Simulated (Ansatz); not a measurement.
Ideal-gas functions of CH3BIN (`C=NBI`) at 298.15 K and 1 bar, from an Ansatz frequency run at PBE0-D4/def2-TZVP.

Molar mass 166.76 g/mol, point group Cs (symmetry number 1), electronic degeneracy 1, moments of inertia 20.925, 322.62, 340.027 u Å². Harmonic wavenumbers (cm⁻¹, unscaled): 137, 160, 369, 492, 609, 808, 970, 1075, 1175, 1184, 1530, 1968, 2675, 3045, 3122.

Use S(trans) = R[1.5 ln M + 2.5 ln T − 1.1517]; rotational temperatures θ = 24.2544 K / I; S(rot) = R[ln(√π/σ · √(T³/θAθBθC)) + 1.5]; for each mode x = 1.438777 ν̃/T, S = R[x/(eˣ − 1) − ln(1 − e⁻ˣ)] and H = RT x/(eˣ − 1); 1 cm⁻¹ = 0.0119627 kJ/mol; R = 8.31446 J/(mol·K).

Task: By hand: the entropy, in J/(mol·K).

Result: Translation 172.7. Rotation: θ = 1.1591, 0.0752, 0.0713 K, giving 109.4. Vibration, mode by mode: 11.90, 10.67, 4.54, 2.84, 1.82, 0.84, 0.44, 0.29, 0.19, 0.18, 0.04, 0.01, 0.00, 0.00, 0.00, in all 33.8. Electronic 0.0. Sum 315.9 J/(mol·K).

Task: By hand: H − E and G − E in kJ/mol, counted from the electronic energy.

Result: Zero-point energy ½ × 19319 × 0.0119627 = 115.6; thermal vibration 5.8; translation, rotation and pV give 4 RT = 9.9. H − E = 131.3 kJ/mol, and G − E = 131.3 − 298.15 × 315.9/1000 = 37.1 kJ/mol.

Vibration gives 11 % of the entropy, 11.9 J/(mol·K) of it from the mode under 150 cm⁻¹: soft modes count most, and the harmonic formula is weakest for them. The sum counts one conformer and one mirror image; others add a mixing term.
